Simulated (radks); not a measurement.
The lanthanum ion La4+, configuration [Kr] 4d10 5s1 5p6 (not the ground configuration). Calculated with a radial shooting solver on a logarithmic mesh with Libxc functionals: Dirac Kohn-Sham, LDA (Slater exchange, Perdew-Wang correlation), spin-unpolarised, spherical densities, finite nucleus; Fermi nuclear charge, rms radius 4.855 fm.

Unscreened Slater integrals over Kohn-Sham orbitals (cm^-1). Large and small components are both included.

integral,value
"F0(5p3/2,5p3/2)",114780
"F2(5p3/2,5p3/2)",62385
"F0(5p3/2,5p1/2)",116900
"G2(5p3/2,5p1/2)",63137
"F0(5p3/2,5s1/2)",121760
"G1(5p3/2,5s1/2)",81499
"F0(5p3/2,4d5/2)",142160
"F2(5p3/2,4d5/2)",42484
"G1(5p3/2,4d5/2)",12373
"G3(5p3/2,4d5/2)",12107
"F0(5p1/2,5p1/2)",119190
"F0(5p1/2,5s1/2)",124470
"G1(5p1/2,5s1/2)",85576
"F0(5p1/2,4d5/2)",146900
"G3(5p1/2,4d5/2)",13533
"F0(5s1/2,5s1/2)",130750
"F0(5s1/2,4d5/2)",158660
"G2(5s1/2,4d5/2)",18701
"F0(4d5/2,4d5/2)",256850
"F2(4d5/2,4d5/2)",130690
"F4(4d5/2,4d5/2)",87356
